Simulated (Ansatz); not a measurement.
Ansatz (a first-principles code) input for O3Sn, SMILES [O]=[Sn]1[O][O]1, B3LYP-D3(BJ)/def2-SVP. 

Ansatz 0.2 input:
```yaml
crystal:
  periodic: [false, false, false]
  atoms:
    - {symbol: Sn, position_ang: [-0.00000000, 0.00000000, 0.18145152]}
    - {symbol: O, position_ang: [0.00000000, -0.00000000, 1.90693247]}
    - {symbol: O, position_ang: [0.00000000, 0.77078135, -1.52050224]}
    - {symbol: O, position_ang: [0.00000000, -0.77078135, -1.52050224]}
basis:
  gaussian:
    orbitals: def2-SVP
hamiltonian:
  xc: b3lyp
  dispersion: d3bj
relax: {f_tol: 0.002, max_steps: 200}
```

It prints:

```
WARN ansatz: RAYON_NUM_THREADS=1 ignored (pool sized by the plan → 1); use --threads N
Functional definition: B3LYP
integrals: 0.02 GiB planned
791 factors; integrals over basis functions are off by at most 1.6e-4 eV
mean field: 0.22 GiB planned
mean field evaluation 1: about -11950.7925 eV, gradient 7.6e1 eV
mean field evaluation 2: about -11839.9873 eV, gradient 1.9e2 eV
mean field evaluation 4: about -11962.4040 eV, gradient 1.1e1 eV
mean field evaluation 8: about -11962.7946 eV, gradient 4.3e-1 eV
mean field evaluation 16: about -11962.7949 eV, gradient 2.8e-5 eV
mean field -11962.79493412 eV, -439.6246051553 hartree, gradient 2.7e-5 eV, S^2 0.000000; 0 other end points of the search recorded, 0 dependent functions left out
the calculation of the forces begins
reference -11962.79513219 eV, -439.6246124341 hartree; 23, 23 occupied and 45, 45 virtual orbitals, 791 factors
relax step   1: F+E_penalty+E_count = -11962.91524890 eV  Δ(F+E_penalty+E_count) = +0.000e0 eV  max|allowed force component| = 5.303e0 eV/Å  Δτ_max = 0.0000 Å  (30 SCF iters, accepted)
these checks for a lower state are left out or cut short: starts, cluster_reference, orbital_swaps, neighbouring_geometries, increment
integrals: 0.02 GiB planned
791 factors; integrals over basis functions are off by at most 1.2e-4 eV
mean field: 0.22 GiB planned
mean field -11963.44127048 eV, -439.6483575783 hartree, gradient 1.9e-5 eV, S^2 0.000000; 0 other end points of the search recorded, 0 dependent functions left out
the calculation of the forces begins
reference -11963.44146424 eV, -439.6483646989 hartree; 23, 23 occupied and 45, 45 virtual orbitals, 791 factors
relax step   2: F+E_penalty+E_count = -11963.56004606 eV  Δ(F+E_penalty+E_count) = -6.448e-1 eV  max|allowed force component| = 8.866e-1 eV/Å  Δτ_max = 0.1196 Å  (33 SCF iters, accepted)
these checks for a lower state are left out or cut short: starts, cluster_reference, orbital_swaps, neighbouring_geometries, increment
integrals: 0.02 GiB planned
791 factors; integrals over basis functions are off by at most 1.1e-4 eV
mean field: 0.21 GiB planned
mean field evaluation 32: about -11963.4735 eV, gradient 8.3e-6 eV
mean field -11963.47347289 eV, -439.6495409950 hartree, gradient 8.2e-6 eV, S^2 0.000000; 0 other end points of the search recorded, 0 dependent functions left out
the calculation of the forces begins
reference -11963.47366577 eV, -439.6495480835 hartree; 23, 23 occupied and 45, 45 virtual orbitals, 791 factors
relax step   3: F+E_penalty+E_count = -11963.59254688 eV  Δ(F+E_penalty+E_count) = -3.250e-2 eV  max|allowed force component| = 2.708e-1 eV/Å  Δτ_max = 0.0245 Å  (34 SCF iters, accepted)
these checks for a lower state are left out or cut short: starts, cluster_reference, orbital_swaps, neighbouring_geometries, increment
integrals: 0.02 GiB planned
791 factors; integrals over basis functions are off by at most 1.1e-4 eV
mean field: 0.21 GiB planned
mean field -11963.47527649 eV, -439.6496072763 hartree, gradient 1.0e-5 eV, S^2 0.000000; 0 other end points of the search recorded, 0 dependent functions left out
the calculation of the forces begins
reference -11963.47546930 eV, -439.6496143619 hartree; 23, 23 occupied and 45, 45 virtual orbitals, 791 factors
relax step   4: F+E_penalty+E_count = -11963.59486265 eV  Δ(F+E_penalty+E_count) = -2.316e-3 eV  max|allowed force component| = 2.817e-2 eV/Å  Δτ_max = 0.0079 Å  (34 SCF iters, accepted)
these checks for a lower state are left out or cut short: starts, cluster_reference, orbital_swaps, neighbouring_geometries, increment
integrals: 0.02 GiB planned
791 factors; integrals over basis functions are off by at most 1.1e-4 eV
mean field: 0.21 GiB planned
mean field -11963.47517772 eV, -439.6496036464 hartree, gradient 1.3e-5 eV, S^2 0.000000; 0 other end points of the search recorded, 0 dependent functions left out
the calculation of the forces begins
reference -11963.47537057 eV, -439.6496107335 hartree; 23, 23 occupied and 45, 45 virtual orbitals, 791 factors
relax step   5: F+E_penalty+E_count = -11963.59484151 eV  Δ(F+E_penalty+E_count) = +2.114e-5 eV  max|allowed force component| = 6.462e-2 eV/Å  Δτ_max = 0.0017 Å  (27 SCF iters, rejected (line search))
these checks for a lower state are left out or cut short: starts, cluster_reference, orbital_swaps, neighbouring_geometries, increment
integrals: 0.02 GiB planned
791 factors; integrals over basis functions are off by at most 1.1e-4 eV
mean field: 0.21 GiB planned
mean field -11963.47523753 eV, -439.6496058446 hartree, gradient 7.5e-5 eV, S^2 0.000000; 0 other end points of the search recorded, 0 dependent functions left out
the calculation of the forces begins
reference -11963.47543035 eV, -439.6496129306 hartree; 23, 23 occupied and 45, 45 virtual orbitals, 791 factors
relax step   6: F+E_penalty+E_count = -11963.59488869 eV  Δ(F+E_penalty+E_count) = -2.604e-5 eV  max|allowed force component| = 2.616e-4 eV/Å  Δτ_max = 0.0008 Å  (23 SCF iters, accepted)
integrals: 0.02 GiB planned
791 factors; integrals over basis functions are off by at most 1.1e-4 eV
mean field: 0.21 GiB planned
mean field evaluation 64: about -11963.4362 eV, gradient 4.4e-1 eV
mean field -11963.47523753 eV, -439.6496058446 hartree, gradient 7.5e-5 eV, S^2 0.000000; 1 other end points of the search recorded, 0 dependent functions left out
the calculation of the forces begins
reference -11963.47543035 eV, -439.6496129306 hartree; 23, 23 occupied and 45, 45 virtual orbitals, 791 factors
Total energy: -11963.59508151 eV, -439.6540100296 hartree
Atom 0 at     0.000000     0.000000     0.209678 Å, force     0.000000     0.000000    -0.000142 eV/Å
Atom 1 at    -0.000000    -0.000000     2.051551 Å, force    -0.000000    -0.000000     0.000149 eV/Å
Atom 2 at    -0.000000     0.808236    -1.606925 Å, force    -0.000000     0.000262    -0.000003 eV/Å
Atom 3 at    -0.000000    -0.808236    -1.606925 Å, force    -0.000000    -0.000262    -0.000003 eV/Å
Dipole moment:    -0.000000    -0.000000     0.214709 e Å
```

Self-consistency was reached.
